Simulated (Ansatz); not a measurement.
Input for Ansatz (a program for electronic structure): R-RI-MP2/cc-pVQZ on H2O (SMILES O). The basis file is the Basis Set Exchange's JSON of that set.

Ansatz 0.2 input:
```yaml
crystal:
  periodic: [false, false, false]
  atoms:
    - {symbol: O, position_ang: [-0.00000000, 0.00000000, 0.38961139]}
    - {symbol: H, position_ang: [0.00000000, 0.76498632, -0.19485569]}
    - {symbol: H, position_ang: [0.00000000, -0.76498632, -0.19485569]}
basis:
  gaussian:
    orbitals: cc-pVQZ
    fitting: {mean_field: def2-universal-JKFIT, correlation: cc-pVQZ-RIFIT.json}
magnetization: {spin_polarized: false}
correlation: {method: mp2, electrons: outside_noble_gas}
scf: {lower_state_search: off}
```

It printed:

```
WARN ansatz: RAYON_NUM_THREADS=4 ignored (pool sized by the plan → 4); use --threads N
Functional definition: HF
these checks for a lower state are left out or cut short: stability, starts, cluster_reference, orbital_swaps, neighbouring_geometries, increment
integrals: 0.02 GiB planned
113 factors; integrals over basis functions are off by at most 2.3e0 eV
242 factors; integrals over basis functions are off by at most 6.0e-1 eV
mean field: 0.09 GiB planned
mean field evaluation 1: about -2068.0187 eV, gradient 3.3e1 eV
mean field evaluation 2: about -2069.1577 eV, gradient 2.1e1 eV
mean field evaluation 4: about -2069.8173 eV, gradient 3.4e-1 eV
mean field evaluation 8: about -2069.8178 eV, gradient 7.8e-7 eV
mean field -2069.81781886 eV, -76.0644018702 hartree, gradient 7.8e-7 eV, S^2 0.000000; 0 other end points of the search recorded, 0 dependent functions left out
1 core orbitals not correlated
reference -2069.81781886 eV, -76.0644018702 hartree; 4, 4 occupied and 110, 110 virtual orbitals, 242 factors
second order -7.70238431 eV of doubles, -0.00000000 eV of singles
Total energy: -2077.52020317 eV, -76.3474592726 hartree
Checks for a lower state left out: stability, starts, cluster_reference, orbital_swaps, neighbouring_geometries, increment
```

The run converged.

Cost: about 0.24 core-seconds (a rough figure).
